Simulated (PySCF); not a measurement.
Rb²⁵⁺: ionisation energy

Rb²⁵⁺ [Ne] 3s2 (1S) → Rb²⁶⁺ [Ne] 3s1 (2S), as a difference of total energies. Calculation: PySCF 2.14, in an uncontracted even-tempered set (18 s from 3.1 bohr⁻², ratio 2.5; 11 p from 4.1 bohr⁻², ratio 2.5; 5 d from 16 bohr⁻², ratio 2.7; 4 f from 23 bohr⁻², ratio 2.7); the spin-free X2C one-electron Hamiltonian (Gaussian nucleus). Correlated levels: outer shells: 1s2 frozen; virtual orbitals above 40 to 60 times the deepest correlated orbital energy dropped. The calculations carry no spin-orbit coupling.

| method | ionisation energy (eV) |
| --- | --- |
| UHF | 1237.3 |
| LDA | 1240.7 |
| PBE | 1241.7 |
| PBE0 | 1240.9 |
| r2SCAN | 1237.7 |
| MN15 | 1238.3 |
| PW91 | 1242.1 |
| MP2 (outer shells) | 1240.1 |
| SCS-MP2 (outer shells) | 1240.5 |

Task: How much does correlation contribute at MP2 (outer shells)?

Result: 1240.1 − (1237.3) = 2.8 eV, measured against UHF.

Breit and QED terms and the two-electron picture change are absent.

For comparison: 1242.5 ± 1.7 eV (semi-empirical (NIST evaluation); NIST Atomic Spectra Database, ionization energies).
